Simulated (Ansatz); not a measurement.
A nudged elastic band was laid between two geometries of a periodic cell of 15 atoms, Ti12H2C (surface Ti(0001), adsorbate CH2).

Theory: DFT PBE, scalar-relativistic, plane waves, PAW (Ansatz). Settings: cutoff 420 eV, k mesh 4x4x1, gaussian smearing 0.05 eV, no spin polarisation.

```json
{
  "movable images": "5",
  "climbing image": "yes",
  "spring": "5.0 eV/Å²",
  "optimiser": "quadratic models (default)",
  "start path": "IDPP",
  "force threshold": "0.03 eV/Å",
  "iteration limit": "54",
  "end points": "relaxed",
  "atoms held": "1 to 4"
}
```

Image 0:

```xyz
15
Lattice="5.9000 0.0000 0.0000 2.9500 5.1095 0.0000 0.0000 0.0000 17.6846" Properties=species:S:1:pos:R:3
Ti 0.000 0.000 1.000
Ti 2.950 0.000 1.000
Ti 1.475 2.555 1.000
Ti 4.425 2.555 1.000
Ti -0.027 1.718 3.175
Ti 2.954 1.681 3.217
Ti 1.489 4.250 3.152
Ti 4.448 4.265 3.216
Ti -0.023 0.026 5.423
Ti 3.040 -0.052 5.467
Ti 1.439 2.561 5.423
Ti 4.373 2.585 5.500
C 8.181 3.794 6.856
H 8.640 4.561 7.525
H 7.744 3.024 7.535
```

Image 6:

```xyz
15
Lattice="5.9000 0.0000 0.0000 2.9500 5.1095 0.0000 0.0000 0.0000 17.6846" Properties=species:S:1:pos:R:3
Ti 0.000 0.000 1.000
Ti 2.950 0.000 1.000
Ti 1.475 2.555 1.000
Ti 4.425 2.555 1.000
Ti 0.004 1.681 3.217
Ti 2.923 1.718 3.175
Ti 1.498 4.265 3.216
Ti 4.439 4.250 3.152
Ti 0.090 -0.052 5.467
Ti 2.927 0.026 5.423
Ti 1.423 2.585 5.500
Ti 4.389 2.561 5.423
C 11.131 3.794 6.856
H 11.590 4.561 7.525
H 10.694 3.024 7.535
```

Task: What changes between the two ends?

Result: Contacts lost: Ti9–C13, Ti9–H14, Ti11–C13. Contacts made: Ti10–C13, Ti10–H14, Ti12–C13. The atom that moves furthest is C13, by 2.95 Å; four of its nearest neighbours are H15 1.12, H14 1.12, Ti9 2.07, Ti11 2.07 Å at the first end and H15 1.12, H14 1.12, Ti10 2.07, Ti12 2.07 Å at the last.

Task: What energy profile does the band end with?

Result: It converged. The highest image is number 4 of 0 to 6, 0.057 eV above the ends, which have the same energy within 2 meV. The profile has 2 maxima (images 1, 4) with wells between them (image 2): this band takes more than one step, which may be the mechanism or a detour left from its start path. By the program's own check the climbing image is of a kind that is not told: the force calls were inconclusive, a negative curvature could not be distinguished from the path's own, the only one lies far off the path, or fixed occupations may fill a level only in part (lowest curvatures found: -0.04 and 0.15 eV/Å²). Limits of this set-up: coarse k mesh, thin slab, slab without dipole correction.

| image | path coordinate (Å) | energy (eV) | Ti9–C13 (Å) | Ti9–H14 (Å) | Ti11–C13 (Å) |
| --- | --- | --- | --- | --- | --- |
| 0 | 0.00 | 0.000 | 2.07 | 2.19 | 2.07 |
| 1 | 1.14 | 0.039 | 2.04 | 2.08 | 2.17 |
| 2 | 2.28 | 0.005 | 2.06 | 2.17 | 2.52 |
| 3 | 3.42 | 0.011 | 2.08 | 2.24 | 3.09 |
| 4 | 4.56 | 0.057 | 2.29 | 2.72 | 3.67 |
| 5 | 5.40 | 0.024 | 2.55 | 3.07 | 3.23 |
| 6 | 6.24 | 0.000 | 2.89 | 3.39 | 2.77 |

Task: What is the geometry of the highest image?

Result: 
```xyz
15
Lattice="5.9000 0.0000 0.0000 2.9500 5.1095 0.0000 0.0000 0.0000 17.6846" Properties=species:S:1:pos:R:3
Ti 0.000 0.000 1.000
Ti 2.950 0.000 1.000
Ti 1.475 2.555 1.000
Ti 4.425 2.555 1.000
Ti -0.015 1.678 3.184
Ti 2.965 1.677 3.183
Ti 1.476 4.250 3.196
Ti 4.425 4.265 3.171
Ti 0.058 -0.010 5.492
Ti 2.894 -0.007 5.490
Ti 1.475 2.552 5.371
Ti 4.424 2.660 5.502
C 10.341 4.081 6.957
H 10.357 4.826 7.772
H 10.327 3.080 7.485
```

The band took 10 iterations and roughly 50 core-minutes.

Time of the run: 14 min on 4 threads of Intel(R) Xeon(R) Platinum 8259CL CPU @ 2.50GHz (Skylake/Cascade Lake), on a shared host, peak memory 3 GiB.
